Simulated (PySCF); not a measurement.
Isomers of C7H13P, mass 128.075 u with the commonest isotopes. Computed with PBE0/pcSseg-1 in PySCF (dipole) on a GFN2-xTB geometry, gas phase. One conformer each, none proved a minimum here; rigid rotors.

**Question.** Order these by out-of-plane moment Σ m c² = (Ia + Ib − Ic)/2, smallest first.
A. `[CH3:1][CH2:2][CH2:3][P:4]1[CH2:5][CH:6]=[CH:7][CH2:8]1` with C1–C2–C3–P4 178°, C2–C3–P4–C5 84°, C3–P4–C5–C6 80°, P4–C5–C6–C7 13°, C6–C7–C8–P4 -13°, C3–P4–C8–C7 -82°
B. `[CH3:1][CH:2]([CH3:3])[C:4]1=[CH:5][CH2:6][PH:7][CH2:8]1` with C1–C2–C4–C5 -115°, C4–C5–C6–P7 -16°, C5–C6–P7–C8 21°, C6–P7–C8–C4 -22°, C2–C4–C8–P7 -164°
C. `[CH2:1]=[P@:2]1([CH3:3])[CH:4]=[C:5]([CH3:6])[CH2:7][CH2:8]1` with C1–P2–C4–C5 -152°, C4–C5–C7–C8 15°, C5–C7–C8–P2 -22°, C1–P2–C8–C7 141°
D. `[CH:1]#[C:2][P:3]([CH2:4][CH3:5])[CH:6]([CH3:7])[CH3:8]` with C2–P3–C4–C5 68°, C2–P3–C6–C7 -68°
E. `[CH:1]#[C:2][P@:3](=[CH2:4])([CH3:5])[CH2:6][CH2:7][CH3:8]` with C2–P3–C6–C7 -84°, P3–C6–C7–C8 65°

**Answer.** D (28.03 u·Å²), B (60.60 u·Å²), C (65.58 u·Å²), A (71.06 u·Å²), E (83.67 u·Å²).

**Question.** Order these by rotational constant A, smallest first.
A. `[CH3:1][CH2:2][CH2:3][P:4]1[CH2:5][CH:6]=[CH:7][CH2:8]1` with C1–C2–C3–P4 178°, C2–C3–P4–C5 84°, C3–P4–C5–C6 80°, P4–C5–C6–C7 13°, C6–C7–C8–P4 -13°, C3–P4–C8–C7 -82°
B. `[CH:1]#[C:2][P:3]([CH2:4][CH3:5])[CH:6]([CH3:7])[CH3:8]` with C2–P3–C4–C5 68°, C2–P3–C6–C7 -68°
C. `[CH2:1]=[P@:2]1([CH3:3])[CH:4]=[C:5]([CH3:6])[CH2:7][CH2:8]1` with C1–P2–C4–C5 -152°, C4–C5–C7–C8 15°, C5–C7–C8–P2 -22°, C1–P2–C8–C7 141°
D. `[CH:1]#[C:2][P@:3](=[CH2:4])([CH3:5])[CH2:6][CH2:7][CH3:8]` with C2–P3–C6–C7 -84°, P3–C6–C7–C8 65°
E. `[CH3:1][CH:2]([CH3:3])[C:4]1=[CH:5][CH2:6][PH:7][CH2:8]1` with C1–C2–C4–C5 -115°, C4–C5–C6–P7 -16°, C5–C6–P7–C8 21°, C6–P7–C8–C4 -22°, C2–C4–C8–P7 -164°

**Answer.** D (1968 MHz), B (2124 MHz), C (2990 MHz), A (3186 MHz), E (3298 MHz).

**Question.** Order these by dipole moment, largest first.
A. `[CH:1]#[C:2][P:3]([CH2:4][CH3:5])[CH:6]([CH3:7])[CH3:8]` with C2–P3–C4–C5 68°, C2–P3–C6–C7 -68°
B. `[CH3:1][CH:2]([CH3:3])[C:4]1=[CH:5][CH2:6][PH:7][CH2:8]1` with C1–C2–C4–C5 -115°, C4–C5–C6–P7 -16°, C5–C6–P7–C8 21°, C6–P7–C8–C4 -22°, C2–C4–C8–P7 -164°
C. `[CH2:1]=[P@:2]1([CH3:3])[CH:4]=[C:5]([CH3:6])[CH2:7][CH2:8]1` with C1–P2–C4–C5 -152°, C4–C5–C7–C8 15°, C5–C7–C8–P2 -22°, C1–P2–C8–C7 141°
D. `[CH:1]#[C:2][P@:3](=[CH2:4])([CH3:5])[CH2:6][CH2:7][CH3:8]` with C2–P3–C6–C7 -84°, P3–C6–C7–C8 65°
E. `[CH3:1][CH2:2][CH2:3][P:4]1[CH2:5][CH:6]=[CH:7][CH2:8]1` with C1–C2–C3–P4 178°, C2–C3–P4–C5 84°, C3–P4–C5–C6 80°, P4–C5–C6–C7 13°, C6–C7–C8–P4 -13°, C3–P4–C8–C7 -82°

**Answer.** C (4.06 D), D (2.87 D), B (1.54 D), A (1.37 D), E (1.19 D).

| SMILES | point group | Ia (u·Å²) | Ib (u·Å²) | Ic (u·Å²) | κ | μa (D) | μb (D) | μc (D) |
| --- | --- | --- | --- | --- | --- | --- | --- | --- |
| C#CP(CC)C(C)C | C1 | 237.90 | 374.18 | 556.01 | -0.27 | 0.22 | 0.43 | 1.28 |
| C#C[P@](=C)(C)CCC | C1 | 256.81 | 354.74 | 444.21 | -0.31 | 0.88 | 0.16 | 2.72 |
| CCCP1CC=CC1 | C1 | 158.64 | 514.76 | 531.28 | -0.97 | 0.05 | 0.80 | 0.88 |
| CC(C)C1=CCPC1 | C1 | 153.25 | 496.70 | 528.76 | -0.95 | 1.35 | 0.69 | 0.22 |
| C=[P@]1(C)C=C(C)CC1 | C1 | 169.05 | 418.90 | 456.80 | -0.89 | 3.14 | 2.42 | 0.84 |
